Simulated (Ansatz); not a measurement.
## Pulling the pair apart

The pair of Cl⁻ (SMILES [Cl-], atom 1) and CH6Si (SMILES C[SiH3], atoms 2–9), both closed shells, in one local arrangement (a lower one may exist), relaxed at PBE0-D4/def2-TZVPD:

```json
{"atom": "Cl1", "x (Å)": "-0.3301", "y (Å)": "1.2545", "z (Å)": "-3.0884"}
{"atom": "C2", "x (Å)": "0.1322", "y (Å)": "-0.5026", "z (Å)": "1.2372"}
{"atom": "Si3", "x (Å)": "-0.0580", "y (Å)": "0.2205", "z (Å)": "-0.5428"}
{"atom": "H4", "x (Å)": "-0.8024", "y (Å)": "-0.9590", "z (Å)": "1.5840"}
{"atom": "H5", "x (Å)": "0.4065", "y (Å)": "0.2776", "z (Å)": "1.9570"}
{"atom": "H6", "x (Å)": "0.9104", "y (Å)": "-1.2741", "z (Å)": "1.2729"}
{"atom": "H7", "x (Å)": "-0.4217", "y (Å)": "-0.9992", "z (Å)": "-1.3096"}
{"atom": "H8", "x (Å)": "1.3041", "y (Å)": "0.7662", "z (Å)": "-0.7773"}
{"atom": "H9", "x (Å)": "-1.1410", "y (Å)": "1.2160", "z (Å)": "-0.3331"}
```

CH6Si is shifted rigidly along the line between the mean atom positions of the two fragments (negative: closer). Counterpoise interaction energies in kcal/mol. Ansatz 0.2.0; basis: def2-TZVPPD; cores frozen in the correlated methods.

```csv
shift (Å),wB97M-V,MP2,PBE0-D4
-0.28,-10.03,-8.79,-11.43
-0.14,-12.16,-10.96,-13.23
0.00,-12.92,-11.79,-13.70
0.14,-12.85,-11.80,-13.40
0.33,-11.97,-11.08,-12.29
0.69,-9.51,-8.94,-9.65
1.38,-5.39,-5.30,-5.57
2.76,-1.91,-1.98,-2.10
```

What does CCSD(T) give at these shifts? (To be estimated.)

The calculation gives: -7.87, -10.25, -11.25, -11.39, -10.80, -8.80, -5.22, -1.92 kcal/mol. For zero shift, CCSD(T) at an estimated basis limit (MP2 extrapolated from triple and quadruple zeta, plus CCSD(T) − MP2 in triple zeta) gives -12.71 kcal/mol. These are counterpoise interaction energies, counted from the two frozen fragments.

T1 diagnostic: at most 0.010.

For scale, one of the runs: CCSD(T)/def2-TZVPPD, 238 basis functions, launched by `ansatz run in.yaml --threads 4 --pin off --events-out ev --progress --plain --max-ram 9574MiB`. The run took 66 s on 4 CPU threads of an Arm Neoverse V1 (shared host), with 4.1 GiB of host memory at its peak.
